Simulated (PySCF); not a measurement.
**Polarisability and C₆ of Sn (tin, neutral)**

[Kr] 4d10 5s2 5p2, high-spin 3P determinant. Calculation: PySCF 2.14, in aug-cc-pVTZ-PP with one added diffuse shell each of d, f type with ECP28MDF (6s5p5d3f, 67 functions); a scalar-relativistic core potential. Coupled (time-dependent) response in atomic units; α is the mean over directions.

```json
{"method": "UHF", "mean α (bohr³)": "57.21", "α xx, yy, zz": "46.93, 62.36, 62.36", "C₆ (like pair)": "627.3", "S(−4)": "1131"}
{"method": "PBE", "mean α (bohr³)": "62.24", "α xx, yy, zz": "48.24, 69.24, 69.24", "C₆ (like pair)": "671.8", "S(−4)": "1665"}
{"method": "PBE0", "mean α (bohr³)": "58.80", "α xx, yy, zz": "46.65, 64.87, 64.87", "C₆ (like pair)": "633.8", "S(−4)": "1355"}
{"method": "CAM-B3LYP", "mean α (bohr³)": "56.45", "α xx, yy, zz": "45.24, 62.05, 62.05", "C₆ (like pair)": "599.5", "S(−4)": "1229"}
{"method": "wB97X", "mean α (bohr³)": "55.96", "α xx, yy, zz": "45.33, 61.28, 61.28", "C₆ (like pair)": "597.3", "S(−4)": "1168"}
```

S(−4) is the Cauchy moment in α(ω) = α(0) + S(−4) ω² + …

Reference α: 53 ± 6 bohr³ (recommended; Schwerdtfeger and Nagle, table of static dipole polarizabilities (2023 update)). Published C₆: 659.0 (Chu and Dalgarno (2004); Tang, Norbeck and Certain (1976)).

Spin-orbit coupling is absent.

α(iu) at PBE:

| u (hartree) | α(iu) (bohr³) |
| --- | --- |
| 0 | 62.24 |
| 0.0500 | 58.45 |
| 0.100 | 50.13 |
| 0.200 | 34.17 |
| 0.300 | 23.72 |
| 0.500 | 13.05 |
| 0.750 | 7.541 |
| 1.00 | 5.013 |
| 1.50 | 2.770 |
| 2.00 | 1.786 |
| 3.00 | 0.9233 |
| 5.00 | 0.3732 |

The components differ because the open shell of this determinant is not spherical; for a pure term their mean is the scalar polarisability.

Energies and moments cover only the electrons outside the core potential.
